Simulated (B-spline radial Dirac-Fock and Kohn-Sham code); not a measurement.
Successive ionisation energies of zirconium: Dirac-Fock against NIST

These are calculated numbers from a radial B-spline solver; the model is multi-electron Dirac-Fock with separately optimised hole states, Breit and Lamb-shift corrections added in first order. Each value is the difference of the configuration-average energies of two neighbouring ions in their tabulated ground configurations. The model has no electron correlation. NIST's values refer to the lowest levels; many for high charge states are themselves semi-empirical or theoretical. Where a p, d or f shell is open in either ion the computed value averages over both j values and all terms, while the table refers to the lowest levels; that difference holds spin-orbit splitting (largest in heavy or highly charged ions), term energies where several electrons share open shells, and correlation, and it can reach 10 % or more.

| ion | configuration | computed (eV) | NIST (eV) | kind | NIST − computed (eV) |
| --- | --- | --- | --- | --- | --- |
| Zr¹⁷⁺ | [Ar] 3d5 | 684.3 | 690 ± 3 | theoretical | +5.67 |
| Zr¹⁸⁺ | [Ar] 3d4 | 740.8 | 745 ± 3 | theoretical | +4.20 |
| Zr¹⁹⁺ | [Ar] 3d3 | 798.9 | 803 ± 4 | theoretical | +4.12 |
| Zr²⁰⁺ | [Ar] 3d2 | 858.6 | 863 ± 4 | theoretical | +4.43 |
| Zr²¹⁺ | [Ar] 3d1 | 919.8 | 922 ± 4 | theoretical | +2.15 |
| Zr²²⁺ | [Ne] 3s2 3p6 | 1097.4 | 1092 ± 3 | semi-empirical | -5.37 |
| Zr²³⁺ | [Ne] 3s2 3p5 | 1154.0 | 1144.7 ± 1.2 | semi-empirical | -9.33 |
| Zr²⁴⁺ | [Ne] 3s2 3p4 | 1211.6 | 1205.4 ± 1.7 | semi-empirical | -6.19 |
| Zr²⁵⁺ | [Ne] 3s2 3p3 | 1270.1 | 1277 ± 5 | semi-empirical | +6.95 |
| Zr²⁶⁺ | [Ne] 3s2 3p2 | 1329.4 | 1344 ± 3 | semi-empirical | +14.60 |
| Zr²⁷⁺ | [Ne] 3s2 3p1 | 1389.6 | 1392 ± 7 | semi-empirical | +2.35 |
| Zr²⁸⁺ | [Ne] 3s2 | 1519.3 | 1525.1 ± 2.2 | semi-empirical | +5.84 |
| Zr²⁹⁺ | [Ne] 3s1 | 1581.6 | 1582.37 ± 0.05 | semi-empirical | +0.76 |
| Zr³⁰⁺ | [He] 2s2 2p6 | 3812.4 | 3788 ± 2.1 | semi-empirical | -24.40 |
| Zr³¹⁺ | [He] 2s2 2p5 | 3980.7 | 3950 ± 7 | semi-empirical | -30.67 |
| Zr³²⁺ | [He] 2s2 2p4 | 4151.9 | 4127 ± 9 | semi-empirical | -24.89 |
| Zr³³⁺ | [He] 2s2 2p3 | 4326.1 | 4300 ± 30 | semi-empirical | -26.07 |
| Zr³⁴⁺ | [He] 2s2 2p2 | 4503.2 | 4553 ± 5 | semi-empirical | +49.81 |
| Zr³⁵⁺ | [He] 2s2 2p1 | 4683.3 | 4744 ± 3 | semi-empirical | +60.74 |
| Zr³⁶⁺ | [He] 2s2 | 4983.4 | 4991 ± 5 | semi-empirical | +7.59 |
| Zr³⁷⁺ | [He] 2s1 | 5146.7 | 5146.935 ± 0.014 | theoretical | +0.19 |
| Zr³⁸⁺ | 1s2 | 21514.6 | 21516.47 ± 0.006 | theoretical | +1.91 |
| Zr³⁹⁺ | 1s1 | 22236.8 | 22236.71 | theoretical | -0.11 |

Problem. Where in this range is the largest relative jump, and why?

Solution. From Zr³⁷⁺ (5146.7 eV) to Zr³⁸⁺ (21514.6 eV), a factor of 4.18. The configuration goes from [He] 2s1 to 1s2, so the next electron comes out of a deeper subshell.
